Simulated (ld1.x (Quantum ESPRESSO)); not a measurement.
## Varying the TM potential for Au (Z = 79)

Base potential:

| Item | Value |
| --- | --- |
| Element | gold (Au) |
| Generator | ld1.x (Quantum ESPRESSO) 7.5 |
| Type | norm-conserving Troullier–Martins (Kleinman–Bylander form) |
| Functional | PBE |
| Relativity | scalar-relativistic |
| Frozen core | [Xe] 4f14 |
| Valence charge | 11 |
| Reference configuration | 5d10 6s1 6p0 |
| Partial waves | 6p (bound, empty): rc 4.00 bohr; 5d (bound): rc 1.60 bohr; 6s (bound): rc 2.45 bohr |
| Local potential | the s channel |
| Core correction | none |

All-electron outer shells of the reference configuration (PBE, scalar-relativistic, ld1.x):

```csv
shell,level (eV),outermost node (bohr),outermost maximum (bohr)
4f,-81.12,–,0.37
5p,-59.78,0.52,0.96
5d,-6.88,0.56,1.21
6s,-5.76,1.11,2.32
6p,-0.77,1.32,3.64
```

Cutoffs, loose and tight: the cutoffs (Ry, on a coarse ladder) from which the occupation-weighted sum of valence levels, in a spherical-Bessel basis at the reference potential, stays within 10 and 1 mRy of its value at 400 Ry. They do not see the model core or the augmentation charge, which bear on the density cutoff. Test errors are all-electron minus pseudo excitation energies from the reference, over the configurations 5d10 6s0 6p0; 5d9 6s0 6p0; 5d8 6s0 6p0; 5d7 6s0 6p0; 5d10 6s0.5 6p0; 5d9 6s2 6p0; 5d9 6s1 6p1. A dash means not determined; rows that change the core or the reference have their own tests.

A true bound ghost makes a file unfit for plane-wave use even where its test errors are small: the radial tests pick states by their node count and pass the ghost by.

| change | outcome | cutoff, loose | cutoff, tight | bound ghosts | largest test error (meV) |
| --- | --- | --- | --- | --- | --- |
| base | generated | 45 Ry | 70 Ry | none | -670 |
| type PAW; waves now 6s (bound): rcut 2.15, rcutus 2.45 bohr; 6s channel at 0.3 Ry: rcut 2.15, rcutus 2.45 bohr; 6p (bound): rcut 3.50, rcutus 4.00 bohr; 6p channel at 0.4 Ry: rcut 3.50, rcutus 4.00 bohr; 5d (bound): rcut 1.40, rcutus 1.60 bohr; 5d channel at 0.05 Ry: rcut 1.40, rcutus 1.60 bohr; local potential all-electron potential smoothed inside 3.70 bohr (lloc = -2); core correction a·sin(br)/r model core, default radius (ld1.x builds one for every PAW set, though the input has nlcc=.false.); augmentation PSQ, inside the norm-conserving radii | generated | 40 Ry | 70 Ry | none | -807 |
| local potential all-electron potential smoothed inside 1.20 bohr (lloc = -1) | generated | 45 Ry | 60 Ry | s, p | -125 |
| wave 6s (bound): rc 2.45 bohr becomes 6s (bound): rc 3.26 bohr | generated | 45 Ry | 70 Ry | none | -1021 |
| all radii scaled by about 0.73 (s 1.78, p 2.90, d 1.16 bohr) | generated | 45 Ry | 110 Ry | none | -583 |
| core [Kr] 4d10 4f14 5s2, valence charge 17; reference 5p6 5d9 6s2 6p0; waves now 6s (bound): rc 2.45 bohr; 5p (bound): rc 1.75 bohr; 5d (bound): rc 1.95 bohr; local potential all-electron potential smoothed inside 1.45 bohr (lloc = -1); core correction a·sin(br)/r model core inside 1.55 bohr | generated | 50 Ry | 70 Ry | s | -65 |
| core correction a·sin(br)/r model core inside 1.88 bohr | generated | 45 Ry | 70 Ry | none | -962 |
| wave 6p (bound): rc 4.00 bohr becomes 6p (bound): rc 5.76 bohr | generated | 45 Ry | 70 Ry | none | -670 |
| fully relativistic | generated | 45 Ry | 70 Ry | none | -645 |
